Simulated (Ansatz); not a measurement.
Ansatz results at the PBE0-D4/def2-TZVP geometry: HOMO–LUMO gap (B3LYP/def2-TZVPP) 8.18 eV; HOMO energy (B3LYP/def2-TZVPP) -7.58 eV; HOMO–LUMO gap (ωB97M-V/def2-TZVPP) 12.54 eV.

Each molecule was computed in one conformer, which needn't be the lowest.

Question: Which molecule gave them?
A. `CC(Cl)(Cl)Cl`
B. `B[CH](B)[AlH2]`
C. `OC1(O)CC1F`
D. `CC(O)(F)C=O`

Answer: C. The others give `CC(Cl)(Cl)Cl`: 7.45, -8.38, 12.54; `CC(O)(F)C=O`: 6.15, -8.09, 11.40; `B[CH](B)[AlH2]`: 5.90, -8.10, 10.28.

B3LYP here is the variant with VWN-RPA as its local correlation; programs differ in this.
